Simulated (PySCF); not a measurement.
# Which proton of 2-trifluoromethyl-2-propanol is most acidic?

Molecule: 2-trifluoromethyl-2-propanol, `CC(C)(O)C(F)(F)F` (C4H7F3O). Coordinates in Å; atoms count from 1 in this order:
```
C    -0.3262   -1.2928   -0.5761
C     0.0576   -0.0697    0.2503
C    -1.1629    0.7143    0.7019
O     0.7619   -0.4374    1.4115
C     0.9786    0.8416   -0.5826
F     0.4150    1.1972   -1.7440
F     1.3050    1.9588    0.0643
F     2.1265    0.2040   -0.8763
H    -0.9578   -1.9475    0.0404
H    -0.8848   -1.0122   -1.4798
H     0.5647   -1.8598   -0.8869
H    -1.8324    0.0435    1.2576
H    -0.8628    1.5353    1.3666
H    -1.7084    1.1276   -0.1576
H     1.5153   -0.9864    1.1653
```

These are calculated values, ωB97X-D3(BJ)/ma-def2-TZVP in PySCF (grid level 2) at geometries from PBE0-D3(BJ)/ma-def2-SVP. The prefix ma- adds one diffuse s and one diffuse p function on all atoms but H. Thermal corrections: GFN2-xTB frequencies, unscaled, ideal gas at 298.15 K and 1 bar, quasi-RRHO entropy. These were taken at the GFN2-xTB minima.

| site | product | ΔH(acid) / eV | ΔG(acid) / eV |
| --- | --- | --- | --- |
| O4 (hydroxyl oxygen) | `CC(C)([O-])C(F)(F)F` | 15.79 | 15.46 |

ΔH and ΔG refer to AH → A⁻ + H⁺ in the gas phase. Sites whose products fell apart, merged with another or lost in a GFN2-xTB screen aren't listed.

In benzonitrile the product from O4 is solvated 2.38 eV more strongly than the parent (electrostatics only).

In methanol the product from O4 is solvated 2.41 eV more strongly than the parent (electrostatics only).

Measured values (NIST Chemistry WebBook, evaluated or the median of agreeing entries): deprotonation enthalpy (ΔH) 1507 kJ/mol (computed 1524, difference 17); gas-phase acidity (ΔG) 1479 kJ/mol (computed 1492, difference 13).

Caveats: C1 is not listed: the run failed or kept an imaginary mode, or the ion rearranged or equalled another.

Hardware: 1 thread of Arm Neoverse V1, shared with other jobs. Command: `OMP_NUM_THREADS=1 python redox_run.py task.json out`. Structures, frequencies and single points: 5.5 min.
